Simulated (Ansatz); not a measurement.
Consider the substitution at a C–O bond: `COCC(F)(F)F` + `CC(O)Cl` → `COC(C)Cl` + `OCC(F)(F)F`.

Computed with Ansatz on PBE0-D4/def2-TZVP structures; ΔE is electronic, products minus reactants. CCSD(T)/CBS is the MP2 limit (def2-TZVPP, def2-QZVPP) plus CCSD(T) − MP2 in def2-TZVPP, frozen cores. Functionals use def2-TZVPP. B3LYP here is the variant with VWN-RPA as its local correlation; programs differ in this. Each species was taken in one conformer, which may not be the lowest.

(1) Is it downhill or uphill in electronic energy at CCSD(T)/CBS, and by how much? (Best estimate.)

(2) What do these levels give: LDA (SPW92), revPBE-D4, PBE0-D4, B3LYP-D4, r2SCAN0-D4, B3LYP, CAM-B3LYP, LC-ωPBE, MP2/def2-SVP, SCS-MP2/def2-TZVPP, MP2/def2-QZVPP, CCSD/CBS(def2)? (Best estimate.)

(3) What do rigid-rotor, harmonic-oscillator terms from PBE0-D4/def2-TZVP frequencies (298.15 K, 1 bar) make of the CCSD(T)/CBS value? (Best estimate.)

Largest T1 diagnostic among the species: 0.011.

## Answers

(1) The calculation gave: Downhill: ΔE = -11.3 kJ/mol.

(2) Computed: LDA (SPW92) -11.0, revPBE-D4 -10.5, PBE0-D4 -10.1, B3LYP-D4 -10.2, r2SCAN0-D4 -10.7, B3LYP -9.3, CAM-B3LYP -9.4, LC-ωPBE -9.7, MP2/def2-SVP -11.0, SCS-MP2/def2-TZVPP -11.0, MP2/def2-QZVPP -12.6, CCSD/CBS(def2) -10.9 kJ/mol.

(3) The calculation gave: ΔZPE = +0.2 kJ/mol, ΔH = -11.2 kJ/mol, ΔS = -4 J/(mol·K), ΔG = -9.9 kJ/mol. Modes under 50 cm⁻¹ make the entropy rough.

Leaving LDA and LC-ωPBE aside and taking each functional with its dispersion term where it has one, the values, not all of them listed here, spread over 1.4 kJ/mol, from PBE-QIDH to ωB97X-V.
